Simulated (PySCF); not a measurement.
Compound: C4H12Ge.
Bonds: C1–Ge2, Ge2–C3, Ge2–C4, Ge2–C5. Hydrogens: H6, H7, H8 on C1; H9, H10, H11 on C3; H12, H13, H14 on C4; H15, H16, H17 on C5.

A GFN2-xTB structure was refined with PBE0-D3(BJ)/def2-SVP geometry optimisation, gas phase in PySCF 2.14.0. Its GFN2-xTB values:

| coordinate | GFN2-xTB |
| --- | --- |
| C1–Ge2 | 1.987 Å |
| C1–H6 | 1.118 Å |
| C1–H7 | 1.062 Å |
| C1–Ge2–C3 | 109.9° |

How do these coordinates change at the PBE0-D3(BJ)/def2-SVP level?

| coordinate | PBE0-D3(BJ)/def2-SVP (Å or °) | change |
| --- | --- | --- |
| C1–H7 | 1.101 | +0.039 |
| C1–Ge2 | 1.957 | -0.030 |
| C1–H6 | 1.101 | -0.017 |
| C1–Ge2–C3 | 109.5 | -0.4 |

The energy falls by 3.2 kcal/mol over 11 energy and gradient evaluations, the largest force component goes from 0.0376 to 4.2e-04 Eh/bohr, and the atoms move by 0.035 Å rms after alignment. The bond that changes most is C1–H7 (sp3 carbon bound to germanium to methyl hydrogen), which lengthens by 0.039 Å. Bonds longer at the end by more than 0.005 Å: 7 of 16; shorter: 6.

The run used 148 basis functions and 62 SCF cycles in all. The run took 1.7 min wall on Arm Neoverse V2, one thread, shared host with 96 logical CPUs at a one-minute load of 55, and the process peaked at 0.61 GiB of memory.

No frequency check.
